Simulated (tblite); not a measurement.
C7H14O.
Numbering: `[CH3:1][C@@H:2]1[CH2:3][CH2:4][CH2:5][O:6][C@H:7]1[CH3:8]` (hydrogens: H9, H10, H11 on C1; H12 on C2; H13, H14 on C3; H15, H16 on C4; H17, H18 on C5; H19 on C7; H20, H21, H22 on C8)

Structure optimised with GFN2-xTB, isolated species.

Question: What internal coordinates does the optimisation give?

Answer: 
```csv
bond,length (pm)
C1–C2,152.5
C2–C3,153.3
C3–C4,152.6
C4–C5,152.8
C5–O6,140.5
O6–C7,141.8
C7–C8,152.4
C2–C7,154.0
"C1–H9, C1–H10, C1–H11",108.7
C2–H12,109.6
C3–H13,109.2
C3–H14,109.4
C4–H15,109.2
C4–H16,109.1
C5–H17,110.3
C5–H18,109.2
C7–H19,110.6
"C8–H20, C8–H21, C8–H22",108.6
```

Bonds in one row agree within 1 pm and their mean is given. A selection of angles:
```csv
angle,degrees
C1–C2–C3,110.4
C1–C2–C7,112.2
C3–C2–C7,108.9
C2–C3–C4,110.1
C3–C4–C5,108.9
C4–C5–O6,111.7
C5–O6–C7,112.8
O6–C7–C8,106.4
C2–C7–O6,110.8
C2–C7–C8,113.2
```

Torsions: C1–C2–C3–C4 -178° (antiperiplanar); C2–C3–C4–C5 54° (synclinal); C3–C4–C5–O6 -57° (synclinal); C4–C5–O6–C7 61° (synclinal); C5–O6–C7–C8 176° (antiperiplanar); C1–C2–C7–O6 179° (antiperiplanar).

The 6-membered ring C2–C3–C4–C5–O6–C7 has internal angles of 108.9° to 112.8° (sum 663°, against 720° for a flat polygon); it is puckered, 0.23 Å rms from its mean plane, widest ring torsion 61°. O6 (cyclic ether oxygen) is bent (angle 112.8°). Of the pairs four or more bonds apart, C8···H9 is among the closest relative to their van der Waals radii: 2.80 Å, 97 % of the sum of Bondi's values.

Point group: C1 (no symmetry element, even within 0.4 Å). Its GFN2-xTB frequencies are all real (lowest 107 cm⁻¹). One conformer, not necessarily the lowest.

Hardware: one thread, Arm Neoverse V1 (aarch64), shared host with 32 logical CPUs at a one-minute load of 17. Cost: 0.65 s wall. That covers the optimisation of the geometry.

The numbers are calculated, not measured.
